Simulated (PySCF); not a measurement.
MoOF3, SMILES [O]=[Mo+]([F])([F])[F], charge +1, multiplicity 1. Atoms are numbered in the order given.

```xyz
5

Mo     0.0000     0.0000    -0.0054
O      0.0000     0.0000    -1.6391
F     -1.4798     0.8543     0.4940
F      1.4798     0.8543     0.4940
F      0.0000    -1.7087     0.4940
```
Charge +1, spin multiplicity 1.

Coordinates come from a r2SCAN-D4/def2-SVP optimisation. The multiplicity is an assumed one; other spin states were not compared. The isomer is the one that the SMILES or the coordinates give; other isomers of the formula were not compared. The def2 effective core potentials stand for the cores of Mo; spin–orbit coupling is left out.

The numbers are results of r2SCAN-D4/def2-SVP in PySCF, not measurements.

Frequencies are harmonic and unscaled.

Modes within 1.5 cm⁻¹ of each other (mostly degenerate sets) share a row, with their intensities summed.

```tsv
mode	ν (cm⁻¹)	IR (km/mol)	Raman (Å⁴/amu)	depolarisation	moving atoms (share of kinetic energy)
1–2	185	16.6	3.7	0.75	F 90 %, Mo 10 %
3	225	13.3	1.0	0.71	F 71 %, Mo 24 %
4–5	302	9.8	5.9	0.75	O 59 %, F 32 %, Mo 9 %
6	785	29.7	13.2	0.04	F 96 %
7–8	834	253.4	4.9	0.75	F 76 %, Mo 24 %
9	1129	77.9	14.3	0.19	O 85 %, Mo 15 %
```
